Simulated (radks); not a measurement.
Dy4+, configuration [Xe] 4f8.

All-electron calculation, scalar-relativistic Kohn-Sham, BLYP, spin-polarised, spherical densities, finite nucleus; open shells are filled with parallel spins first (spin-orbit coupling, left out, can overturn this in heavy ions); Fermi nuclear charge, rms radius 5.2218 fm. Program: a radial shooting solver on a logarithmic mesh with Libxc functionals.

Energy parts (eV):
part                      energy
total                 -330728.85
kinetic                356774.35
electron-nucleus      -806017.26
Hartree                125650.17
exchange-correlation    -7136.11

Orbitals (lengths in bohr, moments of r in powers of bohr; r(90%) holds 90 % of the orbital's charge):
orbital  occ.  eigenvalue (eV)      <r^2>  r(90%)
1s down     1        -53709.48  0.0006094  0.0382
1s up       1        -53709.48  0.0006094  0.0382
2s up       1        -8989.280   0.009521   0.139
2s down     1        -8989.217   0.009521   0.139
2p up       3        -7983.262   0.007707   0.129
2p down     3        -7983.217   0.007707   0.129
3s up       1        -2045.153    0.06292   0.344
3s down     1        -2042.533    0.06283   0.344
3p up       3        -1736.267    0.06321   0.349
3p down     3        -1733.659    0.06309   0.349
3d up       5        -1338.347    0.05292   0.330
3d down     5        -1336.346    0.05277   0.330
4s up       1        -450.1615     0.3153   0.759
4s down     1        -444.3720     0.3156   0.759
4p up       3        -348.1066     0.3559   0.813
4p down     3        -342.4162     0.3565   0.814
4d up       5        -209.0076     0.4232   0.906
4d down     5        -203.4572     0.4255   0.909
5s up       1         -96.0572      1.723    1.77
5s down     1         -93.5205      1.766    1.80
5p up       3         -69.9521      2.266    2.05
5p down     3         -68.0762      2.337    2.09
4f up       7         -56.8018     0.7162    1.26
4f down     1         -51.7846     0.7678    1.31

The highest occupied level is 4f down at -51.785 eV. The spin density at the nucleus is 0.87 e/bohr^3 (1s 0.01, 2s -1.19, 3s -17.43, 4s 4.19, 5s 15.29).
